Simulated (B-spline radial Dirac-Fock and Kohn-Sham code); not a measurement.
ΔSCF core binding energies without Breit or QED terms, calculated with a radial atomic solver.

A sound run for Sb³⁺ in the configuration [Kr] 4d10 5s2: The ground state converged in 10 iterations, with total energy -6478.78956 Ha, virial ratio 1.94761 and highest orbital energy -41.89 eV. ΔSCF binding energies: K (1s) 30633.6 eV, L3 (2p3/2) 4181.3 eV, M5 (3d5/2) 568.6 eV.

A second run, with one unsound setting: The ground state had not converged after 2 iterations, with total energy -6475.31151 Ha, virial ratio 1.93075 and highest orbital energy -29.66 eV. ΔSCF binding energies: K (1s) 30741.2 eV, L3 (2p3/2) 4275.6 eV, M5 (3d5/2) 636.2 eV (not all states converged, so these are not final).

```
iter   energy (Ha)        error
   1    -6467.25647611  1.78e+00
   2    -6475.31151068  5.04e-01
```

**Question.** Which fault fits the second run best?
A. functional not served
B. nuclear radius in wrong units
C. too few iterations
D. box too small

**Answer.** C. The input had maxit = 2: maxit ends the run before self-consistency.
